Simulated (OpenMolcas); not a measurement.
# V2+: ligand-field states by method

V2+ with its 6 nearest chloride ions at 2.82 Å, on the Na site of NaCl (a = 5.64056 Å, distance in the model lattice 2.820 Å). The rest of the host is ab initio model potentials to 7.6 Å, with orthogonalisation functions on the cations behind the ligands, and point charges beyond; the distance is set by hand and nothing relaxes, and no local charge compensation is placed. Ligand basis ANO-RCC-VDZP.

```json
{
  "Program": "OpenMolcas 26.06",
  "Basis": "ANO-RCC-VTZP [6s5p3d2f1g]",
  "Scalar Hamiltonian": "DKH2, point nucleus",
  "Active space": "3 electrons in 5 orbitals (3d)",
  "State averaging": "2S+1 = 4 even, 10 roots; 2S+1 = 2 even, 40 roots",
  "Spin-orbit coupling": "RASSI with atomic mean-field integrals over the reference wave functions"
}
```

I. CASSCF
II. SS-CASPT2, IPEA 0.25 Eh, imaginary shift 0.1 Eh (closed shells correlated: 3s 3p and the ligand valence shells)
III. SS-CASPT2, IPEA 0.25 Eh, sigma2 regulariser 0.3 Eh (closed shells correlated: 3s 3p and the ligand valence shells)

Spin-free states (labels of O, the rotations of Oh) in cm-1, each column counted from its own energy of the first state listed:

| State | Degeneracy | I | II | III |
| --- | --- | --- | --- | --- |
| 4A2 | 1 | 0 | 0 | 0 |
| 4T2 | 3 | 4039 | 4650 | 4650 |
| 4T1 | 3 | 7082 | 7150 | 7160 |
| 2E | 2 | 15961 | 11970 | 11970 |
| 2T1 | 3 | 16569 | 12550 | 12560 |
| 2A1 | 1 | 18133 | 14170 | 14170 |
| 2T2 | 3 | 19121 | 15010 | 15040 |
| 4T1 | 3 | 19166 | 15970 | 15980 |
| 2T2 | 3 | 21631 | 17160 | 17170 |
| 2T1 | 3 | 21805 | 17940 | 17960 |
| 2E | 2 | 23434 | 19020 | 19030 |
| 2T1 | 3 | 24805 | 20640 | 20660 |
| 2T1 | 3 | 25814 | 23600 | 23600 |
| 2T2 | 3 | 26882 | 23740 | 23750 |
| 2E | 2 | 29487 | 28090 | 28090 |
| 2A2 | 1 | 36413 | 29370 | 29380 |
| 2T2 | 3 | 36906 | 29800 | 29810 |
| 2T1 | 3 | 38250 | 31940 | 31940 |
| 2E | 2 | 55326 | 44570 | 44580 |
| 2T2 | 3 | 56621 | 47300 | 47310 |

From I to II, I's first state of the same spin (4T2) moves from 4039 to 4650 cm-1, by about +610 cm-1.

From I to II, I's first state of another spin (2E) moves from 15961 to 11970 cm-1, by about -4000 cm-1.

I: A least-squares ligand-field fit to the states below 45000 cm-1, each weighted by its degeneracy and with a free common offset, gives 10Dq = 4182 cm-1, B = 917 cm-1 and C = 3467 cm-1 (C/B = 3.78), with an rms deviation of 91 cm-1. The same method and metal basis give the free ion B = 959 cm-1 (fit to its terms below 60000 cm-1, rms deviation 74 cm-1), so the nephelauxetic ratio is β = 917 / 959 = 0.96; it hangs on how both fits weigh the states, and computed free-ion B values tend to be too large, so β mixes covalency with correlation.

χT at 300 K: I 1.82, II 1.83, III 1.83 cm3 K/mol.

Roots that are degenerate in the reference are averaged as groups; the widest CASPT2 spread within a group is 110 cm-1 (the 2-fold group of multiplicity 2 near 19000 cm-1 above the lowest state of its run, III). Shifts and gaps below about the spread of the groups concerned are not significant. Over all roots computed the reference weight is 0.68 to 0.69 in II, 0.68 to 0.69 in III; a low but even weight reflects the number of correlated electrons. Ligand-to-metal charge-transfer states are missing. With no ligand orbital active B as a rule stays too high, so bands that hang on it stand too high and its fall with covalency is understated. Without dynamic correlation the repulsion within the d shell is too large (B by tens of per cent), so at a given field states of lower spin stand too high (holds for I). With metal d orbitals alone and no dynamic correlation the field as a rule comes out too small, by tens of per cent, by up to half for chloride and softer ligands (holds for I). These CASPT2 states fit no ligand-field parameters well, so their order and spin gaps are uncertain (holds for II; III). With one d shell and no ligand orbital active, 10Dq can be off by tens of per cent for divalent 3d ions, low with halides held by bare charges and at times high in hosts (holds for II; III). Free-ion shares, where given, are those of the reference states; single-state CASPT2 does not remix them (holds for II; III). The distance lies 7 % over the 2.645 Å that this model takes as the normal distance (a Shannon-type radius plus a fixed donor radius, weighted with the host); by an R⁻⁵ law this alone changes a d-shell field by about -27 %. No measured value stands beside these numbers; the geometry was set by hand and not optimised.
